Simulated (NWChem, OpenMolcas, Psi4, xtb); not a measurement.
CH5InO2 (SMILES [CH3][In]([OH])[OH]): the HOMO–LUMO gap, rung by rung

CH5InO2 has 9 atoms, charge 0, and is taken as a singlet. As SMILES, `[CH3][In]([OH])[OH]`. The coordinates come from a PBE0-D4/def2-TZVP relaxation. This is one conformer, not always the lowest.

Quantity: the HOMO–LUMO gap, in eV. The values are calculated.

| level | kind | program | value (eV) |
| --- | --- | --- | --- |
| GFN2-xTB | semi-empirical | xtb | 3.92 |
| HF/def2-SVP (core potential) | Hartree–Fock | NWChem | 13.37 |
| SVWN5/def2-SVP (core potential) | LDA | OpenMolcas | 4.45 |
| BLYP/def2-SVP (core potential) | GGA | OpenMolcas | 4.37 |
| TPSS/def2-SVP (core potential) | meta-GGA | OpenMolcas | 4.74 |
| M06-2X/def2-SVP (core potential) | hybrid meta-GGA | NWChem | 9.44 |
| wB97X-V/def2-SVP (core potential) | range-separated hybrid | Psi4 | 11.64 |
| B2PLYP/def2-SVP (core potential) | double hybrid | OpenMolcas | 9.74 |

The values span 3.92 to 13.37 eV. Orbital gaps aren't excitation energies, and those of double hybrids come from the SCF part alone; they tend to grow with the share of exact exchange.
